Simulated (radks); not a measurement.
Effect of the nuclear size on the manganese ion Mn+, [Ar] 3d5 4s1. Calculated with a radial shooting solver on a logarithmic mesh with Libxc functionals: Dirac Kohn-Sham, PBE, spin-unpolarised, spherical densities, finite nucleus; open shells fill j = l - 1/2 first; Fermi nuclear charge, rms radius 3.7057 fm. The rms radius is varied about that value; shifts are against it.

rms radius (fm)  total energy shift (eV)  density at nucleus (e/bohr^3)  1s1/2 shift (meV)  2s1/2 shift (meV)  2p1/2 shift (meV)  3s1/2 shift (meV)
3.0201                           -0.0308                      1.328e+04              -13.0              -1.16              0.126             -0.163
3.4722                           -0.0112                       1.32e+04              -4.73             -0.420              0.046             -0.059
3.7057                                 0                      1.317e+04              0.000              0.000              0.000              0.000
3.828                            0.00612                      1.315e+04               2.59              0.230             -0.025              0.032
4.4765                            0.0417                      1.307e+04               17.7               1.57             -0.171              0.221

Slopes of the eigenvalues against <r^2> in GHz/fm^2, as finite differences over the two radii next to the reference (eigenvalue slopes, not the field-shift constants of lines): 1s1/2 681, 2s1/2 60.5, 2p1/2 -6.59, 3s1/2 8.53.
